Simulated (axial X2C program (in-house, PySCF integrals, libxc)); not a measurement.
## Potential curves of CaSi⁺, without spin–orbit coupling

All values were computed with an in-house all-electron X2C program for linear molecules (integrals from PySCF). Spin-free means the one-electron spin-free X2C Hamiltonian. Basis: Ca dyall-cv3z [11s12p6d4f], Si dyall-v3z [8s7p2d1f] (cores contracted in-house); Gaussian nuclei, density fitting, unrestricted open shells. Masses: Ca 39.963 u, Si 27.977 u.

State: M_S = 3/2, Λ = 0 (beyond evenly filled blocks: σα, π+α, π-α). Energies in cm⁻¹ from the fragments at the same level (Ca+ + Si). Fits are polynomials in 1 − R0/R over 0.85 to 1.23 times the lowest point R0.

```tsv
R (Å)	HF	PBE0	r2SCAN0	MP2
2.3090	665	-9519	-9651	-5183
2.4151	-2758	-12088	-12280	-8009
2.4948	-4393	-13207	-13430	-9274
2.5744	-5394	-13786	-14023	-9965
2.6540	-5890	-13937	-14178	-10202
2.7469	-5975	-13700	-13928	-10040
2.8398	-5663	-13133	-13336	-9529
2.9592	-4876	-12074	-12227	-8529
3.1052	-3616	-10485	-10560	-7015
3.3175		-7985	-7943
```

Correlated methods: 13 electrons correlated (number of frozen shells: Ca 2 s, 1 p; Si 2 s, 1 p), 223 virtual spin orbitals or spinors in MP2.

One determinant describes the state; a PBE0 search over occupations chose it and may have missed a lower one. De is counted from the lowest determinant-based energies of the atoms at the same level, without counterpoise correction. PBE0 can misorder states that lie within some tenths of an eV, so this need not be the ground state of the molecule. The nearest other spin-free determinant of the search, M_S = 1/2, Λ = 1, lies 0.64 eV up at the distance of the search. Some points did not converge and are left out. The stretched end of a curve changes character and is left out. MP2 and coupled cluster on one determinant become unreliable at the stretched end.

(1) Fit the HF curve near its minimum: give the equilibrium distance, the harmonic wavenumber and the well depth.

(2) What are Re, ωe and De at the PBE0 level?

(3) What are Re, ωe and De at the r2SCAN0 level?

(4) What are Re, ωe and De at the MP2 level?

Answers

(1) At HF, spin-free: Re = 2.717 Å, ωe ≈ 322 cm⁻¹, De = 0.74 eV to Ca+ + Si; Be follows as 0.139 cm⁻¹.

(2) At PBE0, spin-free: Re = 2.647 Å, ωe ≈ 331 cm⁻¹, De = 1.73 eV to Ca+ + Si; Be follows as 0.146 cm⁻¹.

(3) At r2SCAN0, spin-free: Re = 2.647 Å, ωe ≈ 337 cm⁻¹, De = 1.76 eV to Ca+ + Si; Be follows as 0.146 cm⁻¹.

(4) At MP2, spin-free: Re = 2.665 Å, ωe ≈ 331 cm⁻¹, De = 1.27 eV to Ca+ + Si; Be follows as 0.144 cm⁻¹.
